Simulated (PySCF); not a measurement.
## Static response to an electric field

C5H5O2P.
Cartesian coordinates in Å at the GFN2-xTB level; atoms count from 1:
```
atom  x, y, z in Å
C1    -2.0025    0.4699    0.0985
C2    -1.0671   -0.7091    0.0559
O3    -1.4363   -1.8610    0.0789
C4     0.3612   -0.3611   -0.0178
C5     1.4177   -1.2344   -0.0682
P6     2.9526   -0.3832   -0.1504
C7     2.0392    1.0700   -0.1096
O8     0.7172    0.9338   -0.0415
H9    -1.7724    1.0889    0.9633
H10   -3.0300    0.1222    0.1554
H11   -1.8658    1.0782   -0.7934
H12    1.2878   -2.3005   -0.0567
H13    2.3938    2.0869   -0.1322
```

Level: B3LYP/def2-SVPD (PySCF), static field, nuclei fixed, core orbitals frozen in the response. The polarisability tensor in these axes (au):

```
x   122.39   5.58  -3.34
y     5.58  90.78  -0.42
z    -3.34  -0.42  57.40
```

Question: What are the eigenvalues, a third of the trace, and Δα (Δα² = ½Σ(αi − αj)² over the three pairs)?

Answer: Principal values 57.23, 89.83 and 123.52 au; mean 90.19 au = 13.36 Å³ = 14.87 × 10⁻⁴⁰ C²·m²/J; Δα = 57.41 au (64 % of the mean).

Question: What is the dipole moment, and where does it point?

Answer: (0.68, 2.75, -0.05) D, 2.83 D in size, pointing from the negative to the positive side. Measured along this direction, the outermost atoms are O3 at the negative end and H13 at the positive end.

Question: What would n − 1 = 2πNα be for an ideal gas of these molecules at 273.15 K and 1 atm, electronic part alone?

Answer: N = p/kT = 2.6868 × 10¹⁹ cm⁻³, so n − 1 = 2π × N × 13.36 × 10⁻²⁴ cm³ = 2256 × 10⁻⁶ at long wavelengths.

Question: Estimate the molar refractivity from the static electronic polarisability.

Answer: Lorentz–Lorenz: R = (4π/3)N_A α = 2.5225 cm³/(mol·Å³) × 13.36 Å³ = 33.7 cm³/mol, in the limit of long wavelengths.

Question: In TDDFT the mean static polarisability is Σ f/ω² over all singlet excitations (ω in hartree). How much of it do the 8 lowest give? Their energies (eV) and oscillator strengths: 3.77, 0.0001; 4.59, 0.1879; 5.21, 0.0021; 5.21, 0.0683; 5.41, 0.0005; 5.88, 0.2165; 6.29, 0.0104; 6.38, 0.0006.

Answer: They add up to 13.37 au, 14.8 % of the 90.19 au; the largest single term is 6.60 au, from the state at 4.59 eV. Terms in order: 0.00, 6.60, 0.06, 1.86, 0.01, 4.64, 0.19, 0.01 au. Higher excitations give the rest. The strengths listed sum to 0.486.

Geometry: GFN2-xTB, one conformer, isolated molecule.
